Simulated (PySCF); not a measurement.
C3H8ClFSi

The system: C3H8ClFSi, a small molecule; neutral, singlet. The structure, one conformer, was relaxed in the gas phase by PBE0-D3(BJ)/def2-SVP. No frequency run checks that it is a minimum.

SMILES: CC(F)(Cl)C[SiH3]

Coordinates in Å:
```
C1     -0.864   -0.702   -0.213
C2     -2.207   -0.137    0.183
C3      0.285    0.283   -0.174
Si4     1.966   -0.386   -0.764
F5     -0.576   -1.745    0.616
Cl6    -0.997   -1.386   -1.889
H7     -2.966   -0.930    0.156
H8     -2.505    0.670   -0.499
H9     -2.141    0.261    1.206
H10     0.388    0.625    0.870
H11     0.030    1.167   -0.778
H12     3.022    0.494   -0.174
H13     2.187   -1.784   -0.299
H14     2.077   -0.319   -2.250
```

Shieldings: GIAO PBE0/pcSseg-1. Shifts are against computed references at the same level: C TMS (σ 184.4 ppm), H TMS (σ 31.27 ppm), Si TMS (σ 352.0 ppm). Core levels by delta-SCF with SCAN, pcX-2 on the ionised atom and pcseg-1 elsewhere, spin-free X2C (2p3/2 is the spin-free 2p value less a third of a first-order spin-orbit splitting); from the vacuum level, for chosen atoms.

Give the shieldings and core levels atom by atom.


| atoms | bonded to | σ (ppm) | δ (ppm) | core level (eV) |
| --- | --- | --- | --- | --- |
| C1 | 2 C + 1 Cl + 1 F | 65.0 | 119.4 | 1s 294.68 |
| C2 | 1 C + 3 H | 148.0 | 36.4 | 1s 291.33 |
| C3 | 1 C + 1 Si + 2 H | 156.2 | 28.2 | 1s 290.83 |
| Si4 | 1 C + 3 H | 425.5 | -73.5 | - |
| F5 | 1 C | 285.4 | - | 1s 692.80 |
| Cl6 | 1 C | 627.9 | - | 2p3/2 205.85 |
| H7 H8 H9 | 1 C | 29.41 | 1.86 | - |
| H10 | 1 C | 29.87 | 1.40 | - |
| H11 | 1 C | 29.79 | 1.47 | - |
| H12 H13 H14 | 1 Si | 27.23 | 4.04 | - |

Values are those of this one static structure, with the three H of a rotating XH3 group averaged; atoms that internal rotation interchanges would show their mean in an NMR spectrum.

Which of C1, C2, C3 holds its core electrons tightest, and by how much against the loosest?

C1 (bonded to 2 C + 1 Cl + 1 F), by 3.86 eV over C3 (bonded to 1 C + 1 Si + 2 H).

By CAM-B3LYP/def2-SVPD (TDDFT singlets, Tamm-Dancoff triplets, ionisation by delta-SCF), where does absorption start, and what does vertical ionisation take?

The first singlet with intensity lies at 7.54 eV (f 0.002); what lies below it is dark. The lowest singlet lies at 7.31 eV (f 0.000), the strongest of the first 6 at 8.52 eV (f 0.108), the lowest triplet at 6.62 eV; vertical ionisation takes 11.13 eV.
